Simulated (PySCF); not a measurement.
Isomers of C7H9O2P, mass 156.034 u with the commonest isotopes. Computed with PBE0/pcSseg-1 in PySCF (dipole) on a GFN2-xTB geometry, gas phase. One conformer each, none proved a minimum here; rigid rotors.

Question: Order these by rotational constant B, smallest first.
A. `[CH2:1]=[CH:2][P:3]([CH2:4][OH:5])[c:6]1[cH:7][cH:8][cH:9][o:10]1` with C1–C2–P3–C4 -151°, C2–P3–C4–O5 -49°, P3–C4–O5–H -68°, C2–P3–C6–C7 -50°
B. `[CH:1]#[C:2][P:3]([CH2:4][CH:5]=[CH2:6])[C:7](=[O:8])[O:9][CH3:10]` with C2–P3–C4–C5 -70°, P3–C4–C5–C6 -112°, C2–P3–C7–O8 -121°, P3–C7–O9–C10 178°
C. `[O:1]=[P:2]1([c:3]2[cH:4][cH:5][cH:6][o:7]2)[CH2:8][CH2:9][CH2:10]1` with O1–P2–C3–C4 178°, O1–P2–C8–C9 133°, P2–C8–C9–C10 -16°, C8–C9–C10–P2 16°, O1–P2–C10–C9 -133°
D. `[CH:1]#[C:2][P@:3](=[O:4])([C:5]([CH3:6])=[O:7])[CH:8]1[CH2:9][CH2:10]1` with C2–P3–C5–C6 107°, C2–P3–C8–C9 -85°

Answer: B (692.4 MHz), C (883.8 MHz), A (958.0 MHz), D (1010 MHz).

Question: Order these by dipole moment, smallest first.
A. `[CH2:1]=[CH:2][P:3]([CH2:4][OH:5])[c:6]1[cH:7][cH:8][cH:9][o:10]1` with C1–C2–P3–C4 -151°, C2–P3–C4–O5 -49°, P3–C4–O5–H -68°, C2–P3–C6–C7 -50°
B. `[O:1]=[P:2]1([c:3]2[cH:4][cH:5][cH:6][o:7]2)[CH2:8][CH2:9][CH2:10]1` with O1–P2–C3–C4 178°, O1–P2–C8–C9 133°, P2–C8–C9–C10 -16°, C8–C9–C10–P2 16°, O1–P2–C10–C9 -133°
C. `[CH:1]#[C:2][P:3]([CH2:4][CH:5]=[CH2:6])[C:7](=[O:8])[O:9][CH3:10]` with C2–P3–C4–C5 -70°, P3–C4–C5–C6 -112°, C2–P3–C7–O8 -121°, P3–C7–O9–C10 178°

Answer: A (1.45 D), C (1.67 D), B (4.64 D).

Question: Order these by radius of gyration √(Σ m r²/M), smallest first.
A. `[O:1]=[P:2]1([c:3]2[cH:4][cH:5][cH:6][o:7]2)[CH2:8][CH2:9][CH2:10]1` with O1–P2–C3–C4 178°, O1–P2–C8–C9 133°, P2–C8–C9–C10 -16°, C8–C9–C10–P2 16°, O1–P2–C10–C9 -133°
B. `[CH:1]#[C:2][P:3]([CH2:4][CH:5]=[CH2:6])[C:7](=[O:8])[O:9][CH3:10]` with C2–P3–C4–C5 -70°, P3–C4–C5–C6 -112°, C2–P3–C7–O8 -121°, P3–C7–O9–C10 178°
C. `[CH2:1]=[CH:2][P:3]([CH2:4][OH:5])[c:6]1[cH:7][cH:8][cH:9][o:10]1` with C1–C2–P3–C4 -151°, C2–P3–C4–O5 -49°, P3–C4–O5–H -68°, C2–P3–C6–C7 -50°

Answer: A (2.183 Å), C (2.213 Å), B (2.450 Å).

```tsv
SMILES	point group	Ia (u·Å²)	Ib (u·Å²)	Ic (u·Å²)	κ	μa (D)	μb (D)	μc (D)
O=P1(c2ccco2)CCC1	near Cs	217.10	571.81	697.82	-0.80	0.80	4.57	0.04
C=CP(CO)c1ccco1	C1	296.64	527.56	703.62	-0.51	1.23	0.71	0.34
C#C[P@](=O)(C(C)=O)C1CC1	C1	356.65	500.48	617.18	-0.36	0.03	0.78	1.22
C#CP(CC=C)C(=O)OC	C1	246.31	729.90	896.27	-0.83	1.15	1.12	0.45
```
